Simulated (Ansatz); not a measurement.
Stepwise reaction of `F[Si](F)(S)Cl` with methanol, as a gas-phase model of exchange steps in deposition or etching. ΔE in kJ/mol.

Program: Ansatz. Geometries: PBE0-D4/def2-TZVP. ΔE: electronic, gas phase. CCSD(T)/CBS adds triple-zeta CCSD(T) − MP2 to the extrapolated MP2 energy (def2 sets, frozen cores). This one scheme is used for every species. DFT in def2-TZVPP. B3LYP here is the variant with VWN-RPA as its local correlation; programs differ in this. Each species was taken in one conformer, which may not be the lowest.

```
step                                            reaction  PBE-D4  B3LYP-D4  ωB97M-V  CCSD(T)/CBS
   2  `CO[Si](F)(S)Cl` + CH₃OH → `CO[Si](S)(Cl)OC` + H–F    32.2      31.5     32.8         28.8
```

Q: Give the row of step 1, `F[Si](F)(S)Cl` + CH₃OH → `CO[Si](F)(S)Cl` + H–F. (Best estimate.)

A: The calculation gave: 
```
step                                          reaction  PBE-D4  B3LYP-D4  ωB97M-V  CCSD(T)/CBS
   1  `F[Si](F)(S)Cl` + CH₃OH → `CO[Si](F)(S)Cl` + H–F    28.6      27.6     29.8         25.5
```

Q: By hand: ΔE of the 2 steps together at CCSD(T)/CBS.

A: (25.5) + (28.8) = 54.3 kJ/mol, or 27.1 kJ/mol a step.

In ΔE the steps differ by no more than 3.3 kJ/mol. All are uphill at CCSD(T)/CBS. PBE-D4 differs from CCSD(T)/CBS by 3.1 to 3.4 kJ/mol a step. Isolated molecules leave out the surface, adducts and barriers. Largest T1 diagnostic: 0.011.
